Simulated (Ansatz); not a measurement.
Input for Ansatz (a program for electronic structure): R-BLYP/def2-TZVPP on GaHO (SMILES [OH][Ga]).

Ansatz 0.2 input:
```yaml
crystal:
  periodic: [false, false, false]
  atoms:
    - {symbol: Ga, position_ang: [0.32356021, -0.18503532, -1.39047466]}
    - {symbol: O, position_ang: [0.17595683, -0.11495046, 0.42348414]}
    - {symbol: H, position_ang: [-0.49951705, 0.29998578, 0.96699052]}
basis:
  gaussian:
    orbitals: def2-TZVPP
hamiltonian:
  xc: {name: BLYP}
scf: {lower_state_search: off}
```

**Question.** What total energy does the run end on?

**Answer.** -2000.8201 hartree.
